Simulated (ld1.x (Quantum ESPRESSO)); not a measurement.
**Configuration tests for tantalum (ultrasoft)**

- Element: Ta
- Generator: ld1.x (Quantum ESPRESSO) 7.5
- Type: ultrasoft
- Functional: PW91
- Relativity: scalar-relativistic
- Frozen core: [Xe] 4f14
- Valence charge: 5
- Reference configuration: 5d3 6s1 6p0 (charge +1)
- Partial waves: 6s (bound): rcut 2.45, rcutus 3.35 bohr; 6s channel at 0.55 Ry: rcut 2.45, rcutus 3.35 bohr; 6p (bound, empty): rcut 2.90, rcutus 3.55 bohr; 6p channel at 0.05 Ry: rcut 2.90, rcutus 3.55 bohr; 5d (bound): rcut 2.70, rcutus 2.90 bohr; 5d channel at 1.6 Ry: rcut 2.70, rcutus 2.90 bohr
- Local potential: all-electron potential smoothed inside 3.45 bohr (lloc = -1)
- Core correction: none
- Augmentation charge: PSQ, inside the norm-conserving radii

Energies are relative to the spin-unpolarised reference configuration 5d3 6s1 6p0; without spin polarisation the order of configurations can differ from experiment. The frozen-core shift is the all-electron ΔE with the core orbitals held at their reference shape minus the fully relaxed ΔE.

Task: Give the all-electron excitation energy and the error of the potential for: 5d3 6s2 6p0; 5d3 6s0 6p0; 5d2 6s0 6p0; 5d4 6s0 6p0; 5d2 6s2 6p1; 5d3.5 6s1.5 6p0; 5d1 6s0 6p0.

Result:

```json
{"valence configuration": "5d3 6s2 6p0", "charge": "0", "ΔE all-electron (eV)": "-8.527", "error AE − PS (meV)": "+7.6", "frozen-core shift (meV)": "-1.3"}
{"valence configuration": "5d3 6s0 6p0", "charge": "+2", "ΔE all-electron (eV)": "15.030", "error AE − PS (meV)": "+39", "frozen-core shift (meV)": "+12"}
{"valence configuration": "5d2 6s0 6p0", "charge": "+3", "ΔE all-electron (eV)": "38.705", "error AE − PS (meV)": "+18", "frozen-core shift (meV)": "+223"}
{"valence configuration": "5d4 6s0 6p0", "charge": "+1", "ΔE all-electron (eV)": "1.427", "error AE − PS (meV)": "-58", "frozen-core shift (meV)": "+36"}
{"valence configuration": "5d2 6s2 6p1", "charge": "0", "ΔE all-electron (eV)": "-5.516", "error AE − PS (meV)": "-38", "frozen-core shift (meV)": "+42"}
{"valence configuration": "5d3.5 6s1.5 6p0", "charge": "0", "ΔE all-electron (eV)": "-7.539", "error AE − PS (meV)": "-1.8", "frozen-core shift (meV)": "+7.1"}
{"valence configuration": "5d1 6s0 6p0", "charge": "+4", "ΔE all-electron (eV)": "73.834", "error AE − PS (meV)": "-240", "frozen-core shift (meV)": "+967"}
```

ld1.x printed “convergence not achieved” for 3 of the counted tests; their residual had stalled under 1e-8, short of the target of 1e-14. A variational frozen-core shift is positive and of second order in the change. This column holds negative values, so the frozen-core run of ld1.x carries numerical noise or an error of first order here, and the column gives no more than the rough size of the effect.
